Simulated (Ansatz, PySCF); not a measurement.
Breaking the Al1–H2 bond in AlClH2 (SMILES [AlH2][Cl]) (multiplicity 1 held, fragments rigid). Energies count from the point at 1.569 Å.
Geometry at that point (charge 0, multiplicity 1):
```tsv
atom	x (Å)	y (Å)	z (Å)
Al	-0.0049	-0.3511	-1.0144
H	-1.3925	-0.4549	-1.7398
H	1.3762	-0.7220	-1.6606
Cl	0.0047	0.3377	0.9757
```

U- levels take the lowest unrestricted solution at each point, which mixes spins at long bonds. Active spaces are followed from a long bond inwards. Levels need not reach the same state.

Correlated levels freeze the cores. Rows in 6-31G* carry no dispersion term and start afresh at each structure (6-31G* with six Cartesian d functions).

The values were computed with Ansatz (a quantum-chemistry and plane-wave program); PySCF for 6-31G* rows. Each number belongs to the level named beside it.

Q: What is the computed energy at R = 5.022 Å (SC-NEVPT2 on CASSCF(2,2)/cc-pV(T+d)Z)?

A: 347 kJ/mol

Q: What energy at R = 5.022 Å does U-HF/6-31G* give?

A: 283 kJ/mol

Q: What energy at R = 5.022 Å does R-HF/6-31G* give?

A: 693 kJ/mol

Doubts at one or more of the structures used: a restricted determinant that unrestricted orbitals would lower (R-HF/6-31G*); a spin-contaminated determinant (U-HF/6-31G*).
